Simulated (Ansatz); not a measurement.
System: C2H2F, charge 0, doublet. C2H2F (SMILES [H]/[C]=C\F, doublet).
B3LYP-D3(BJ)/def2-TZVP minimum from Ansatz (a first-principles code):
```xyz
5

F      1.1062     0.0885    -0.0368
C     -0.2230     0.3470    -0.1841
C     -1.1505    -0.4619     0.2325
H     -0.3914     1.2935    -0.6825
H     -1.3230    -1.4006     0.7238
```
Charge 0, spin multiplicity 2.

Hartree-Fock and MP2 correlation energies in hartree (Ansatz). Radicals and triplets start from unrestricted determinants; spin-orbit coupling is neglected. Cores are frozen in correlated methods. No relativity. The UHF reference of C2H2F ([H]/[C]=C\F, doublet) is spin-contaminated (<S^2> up to 0.18 over the pure value in the sets run).

```json
[
 {"basis": "cc-pVTZ", "X": "3", "E(HF)": "-176.30245", "E(corr, MP2)": "-0.52555"},
 {"basis": "cc-pVQZ", "X": "4", "E(HF)": "-176.31593", "E(corr, MP2)": "-0.56792"},
 {"basis": "cc-pV5Z", "X": "5", "E(HF)": "-176.31948", "E(corr, MP2)": "withheld"}
]
```

Q: Fit E(corr) = E∞ + A/X³ to X = 3 and 4, predict X = 5, and compare with the run.

A: A = (-0.52555 - (-0.56792))/(1/27 - 1/64) = 1.9788; E∞ = -0.56792 - A/64 = -0.59884; at X = 5, E∞ + A/125 = -0.58301. The run gave -0.58511, 2.10 mEh below the prediction. The same form on X = 4 and 5 gives E∞ = -0.60315, 4.31 mEh below the first estimate.
